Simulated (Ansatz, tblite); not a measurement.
Removing an electron: [BCl4]- (BCl₄⁻). Charge -1, multiplicity 1. Geometry: B3LYP-D4/def2-SVPD. Ansatz, gas phase; energy differences of separate SCF runs; the oxidised species was run as a doublet alone.

Cartesian coordinates in Å:
```
B -0.0005 0.0007 0.0004
Cl -1.5271 0.9885 0.4798
Cl -0.2430 -0.7379 -1.7114
Cl 0.2692 -1.3828 1.2449
Cl 1.5014 1.1315 -0.0136
```

The xTB rows come from tblite. HOMO above LUMO, or a gap near zero within one spin, warns that the state may not be the lowest or that an electron is smeared out.

```tsv
level	−HOMO (eV)	vertical IE (eV)	−LUMO (eV)	HOMO–LUMO gap (eV)	remarks
GFN1-xTB	8.44	10.60	1.40	7.04	–
GFN2-xTB	7.64	10.03	-0.55	8.20	–
r2SCAN-D4/def2-TZVPD	2.75	5.37	-3.46	6.21	gap within one spin near zero (doublet)
```

Estimate the rows for PBE-D4/def2-TZVPD, PBE0-D4/def2-TZVPD.


| level | −HOMO (eV) | vertical IE (eV) | −LUMO (eV) | HOMO–LUMO gap (eV) | remarks |
| --- | --- | --- | --- | --- | --- |
| PBE-D4/def2-TZVPD | 2.43 | 5.11 | -2.91 | 5.34 | gap within one spin near zero (doublet) |
| PBE0-D4/def2-TZVPD | 3.80 | 5.70 | -3.32 | 7.12 | – |

Relaxing the oxidised species (B3LYP-D4/def2-SVPD) changes its energy by -0.06 eV at PBE-D4/def2-TZVPD, so the adiabatic ionisation energy to this nearest minimum is 5.05 eV. At PBE0-D4/def2-TZVPD it is 5.59 eV. The gap within one spin of the relaxed charge 0 doublet nearly closes, so an electron or hole may be smeared out by delocalisation error.    Raw xTB energy differences between charge states are shifted by several eV; the methods need an empirical correction for them.
